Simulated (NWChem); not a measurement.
NbOCl2F; SMILES [O]=[Nb]([F])([Cl])[Cl]

All runs: NWChem. Structure relaxed at the PBE0/def2-SVP level. def2 effective core potentials on Nb; no spin-orbit coupling. Level M06-L/def2-SVP: energy and gradient on several grids; changes count from the extra-fine grid, which is no exact limit either.

| grid | size of the energy change (μHa) | largest change of a gradient component (μHa/bohr) | time, medium = 1 (rough) |
|---|---|---|---|
| xcoarse | 8000 | 6000 | about 1 |
| coarse | 300 | 1000 | about 1 |
| medium | < 10 | 400 | about 1 |
| fine | < 10 | 200 | about 1 |
| xfine | < 10 | < 30 | 2 |
